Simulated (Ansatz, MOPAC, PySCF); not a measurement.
Dissociation curve of BeH (cation, charge +1), singlet.

- PM7, restricted, heats of formation (MOPAC)
- UKS-BP86/6-31G* = PySCF with unrestricted BP86/6-31G*, spherical d
- UKS-LDA (SVWN5)/6-31G* = unrestricted LDA (SVWN5)/6-31G*, spherical d (PySCF 2.14.0)
- FCI = full CI/cc-pVDZ, frozen core run with Ansatz (a quantum-chemistry and plane-wave program)

Energies relative to the lowest point of each curve near equilibrium, in eV; the last columns give the difference from FCI:

| R / Å | PM7 | UKS-BP86/6-31G* | UKS-LDA (SVWN5)/6-31G* | FCI | PM7 − FCI | UKS-BP86/6-31G* − FCI | UKS-LDA (SVWN5)/6-31G* − FCI |
|---|---|---|---|---|---|---|---|
| 1.08 | 0.897 | 0.755 | 0.810 | 0.734 | 0.164 | 0.022 | 0.076 |
| 1.13 | 0.500 | 0.449 | 0.492 | 0.434 | 0.067 | 0.016 | 0.058 |
| 1.22 | 0.099 | 0.122 | 0.144 | 0.116 | -0.017 | 0.006 | 0.029 |
| 1.24 | 0.054 | 0.081 | 0.099 | 0.076 | -0.022 | 0.005 | 0.023 |
| 1.29 | 0.000 | 0.016 | 0.024 | 0.015 | -0.015 | 0.002 | 0.009 |
| 1.33 | 0.007 | 0.000 | 0.000 | 0.000 | 0.007 | 0.000 | 0.000 |
| 1.38 | 0.067 | 0.015 | 0.006 | 0.016 | 0.051 | -0.001 | -0.010 |
| 1.41 | 0.126 | 0.040 | 0.025 | 0.041 | 0.084 | -0.002 | -0.016 |
| 1.43 | 0.173 | 0.062 | 0.044 | 0.064 | 0.109 | -0.002 | -0.020 |
| 1.52 | 0.448 | 0.208 | 0.176 | 0.209 | 0.240 | -0.001 | -0.033 |
| 1.64 | 0.917 | 0.480 | 0.432 | 0.477 | 0.441 | 0.003 | -0.045 |
| 1.76 | 1.436 | 0.799 | 0.738 | 0.786 | 0.650 | 0.013 | -0.048 |
| 1.99 | 2.414 | 1.434 | 1.357 | 1.384 | 1.030 | 0.050 | -0.027 |
| 2.19 | 3.162 | 1.922 | 1.860 | 1.836 | 1.326 | 0.086 | 0.024 |
| 2.38 | 3.759 | 2.258 | 2.234 | 2.180 | 1.579 | 0.078 | 0.055 |
| 2.65 | 4.425 | 2.557 | 2.583 | 2.525 | 1.900 | 0.033 | 0.058 |
| 2.90 | 4.880 | 2.726 | 2.780 | 2.721 | 2.159 | 0.005 | 0.059 |
| 3.23 | 5.302 | 2.864 | 2.938 | 2.860 | 2.442 | 0.004 | 0.078 |
| 3.59 | 5.598 | 2.949 | 3.034 | 2.928 | 2.671 | 0.021 | 0.106 |
| 4.03 | 5.815 | 2.994 | 3.087 | 2.959 | 2.855 | 0.035 | 0.128 |
| 4.67 | 5.974 | 2.997 | 3.095 | 2.973 | 3.001 | 0.024 | 0.122 |
| 5.20 | 6.036 | 2.976 | 3.104 | 2.976 | 3.060 | 0.000 | 0.128 |

PM7 is furthest from FCI at 5.20 (3.060 eV, above); its mean absolute difference over the points is 1.086 eV.

UKS-BP86/6-31G* is furthest from FCI at 2.19 (0.086 eV, above); its mean absolute difference over the points is 0.018 eV.

UKS-LDA (SVWN5)/6-31G* is furthest from FCI at 5.20 (0.128 eV, above); its mean absolute difference over the points is 0.052 eV.

The restricted form behind PM7 keeps the bonding electrons paired and can't separate into open-shell fragments. The unrestricted determinant behind UKS-BP86/6-31G* is spin-contaminated at 2.19 to 5.20 Å (<S²> up to 0.9, against 0.00 for a pure singlet). The unrestricted determinant behind UKS-LDA (SVWN5)/6-31G* is spin-contaminated at 2.19 to 5.20 Å (<S²> up to 0.8, against 0.00 for a pure singlet).
